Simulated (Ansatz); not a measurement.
`Cc1csc(-c2sc(-c3sc(-c4sc(-c5sc(-c6sc(-c7sc(-c8sccc8C)cc7C)cc6C)cc5C)cc4C)cc3C)cc2C)c1`. The state is a singlet with charge 0. Geometry PBE-D4/def2-SVP.

```xyz
82

C    -2.870   11.794    6.222
C    -3.980   11.266    5.356
C    -5.195   11.904    5.158
S    -6.244   11.022    4.104
C    -5.057    9.740    3.892
C    -5.301    8.580    3.066
S    -4.052    7.351    2.963
C    -4.999    6.364    1.866
C    -4.467    5.120    1.370
S    -2.734    4.853    1.388
C    -2.895    3.231    0.738
C    -1.769    2.366    0.505
S    -2.077    0.742   -0.086
C    -0.369    0.336   -0.105
C     0.115   -0.954   -0.518
S     1.850   -1.224   -0.559
C     1.661   -2.885   -1.095
C     2.777   -3.759   -1.343
S     2.446   -5.403   -1.862
C     4.152   -5.807   -1.945
C     4.623   -7.105   -2.352
S     6.350   -7.343   -2.563
C     6.146   -9.028   -2.992
C     7.299   -9.850   -3.289
S     8.861   -9.434   -2.605
C     9.630  -10.765   -3.395
C     8.728  -11.502   -4.137
C     7.391  -10.996   -4.092
C     6.247  -11.611   -4.845
C     4.792   -9.357   -2.991
C     3.921   -8.290   -2.637
C     2.428   -8.441   -2.565
C     4.913   -4.693   -1.581
C     4.164   -3.539   -1.240
C     4.795   -2.243   -0.817
C     0.301   -3.179   -1.229
C    -0.578   -2.115   -0.912
C    -2.073   -2.236   -0.992
C     0.375    1.437    0.330
C    -0.388    2.580    0.677
C     0.222    3.860    1.171
C    -4.247    2.955    0.510
C    -5.142    3.997    0.858
C    -6.633    3.885    0.720
C    -6.231    6.976    1.627
C    -6.416    8.218    2.292
C    -7.668    9.037    2.159
C    -3.913   10.037    4.632
H    -1.941   11.950    5.635
H    -3.143   12.760    6.689
H    -2.622   11.081    7.037
H    -5.530   12.858    5.584
H    10.706  -10.932   -3.267
H     9.014  -12.389   -4.719
H     6.616  -12.251   -5.669
H     5.581  -10.837   -5.278
H     5.617  -12.253   -4.191
H     4.425  -10.369   -3.203
H     2.030   -8.153   -1.569
H     1.912   -7.803   -3.312
H     2.132   -9.490   -2.758
H     6.012   -4.716   -1.555
H     5.899   -2.327   -0.816
H     4.518   -1.409   -1.496
H     4.476   -1.943    0.204
H    -0.058   -4.166   -1.555
H    -2.367   -3.259   -1.296
H    -2.558   -2.018   -0.017
H    -2.506   -1.526   -1.729
H     1.472    1.414    0.403
H     1.326    3.782    1.203
H    -0.128    4.116    2.193
H    -0.039    4.721    0.519
H    -4.588    1.992    0.102
H    -7.012    4.460   -0.152
H    -7.155    4.276    1.618
H    -6.936    2.830    0.574
H    -6.984    6.558    0.948
H    -8.390    8.540    1.482
H    -7.460   10.049    1.750
H    -8.170    9.188    3.138
H    -3.035    9.374    4.651
```

Single mean-field runs in def2-SVP are fitted with def2-universal-jkfit.

Estimate the orbital energies around the gap (eV) in Ansatz with PBE-D4/def2-SVP, r2SCAN-D4/def2-SVP, PBE0-D4/def2-SVP.


```tsv
orbital	PBE-D4/def2-SVP	r2SCAN-D4/def2-SVP	PBE0-D4/def2-SVP
HOMO−9	-6.06	-6.36	-7.20
HOMO−8	-6.04	-6.33	-7.17
HOMO−7	-6.02	-6.32	-7.16
HOMO−6	-6.00	-6.29	-7.11
HOMO−5	-5.92	-6.21	-7.05
HOMO−4	-5.91	-6.18	-7.01
HOMO−3	-5.55	-5.79	-6.57
HOMO−2	-5.04	-5.25	-5.95
HOMO−1	-4.55	-4.73	-5.36
HOMO	-4.11	-4.26	-4.83
LUMO	-2.71	-2.77	-2.26
LUMO+1	-2.32	-2.35	-1.78
LUMO+2	-1.89	-1.88	-1.25
LUMO+3	-1.44	-1.40	-0.71
LUMO+4	-1.05	-0.98	-0.24
LUMO+5	-0.77	-0.67	0.12
```
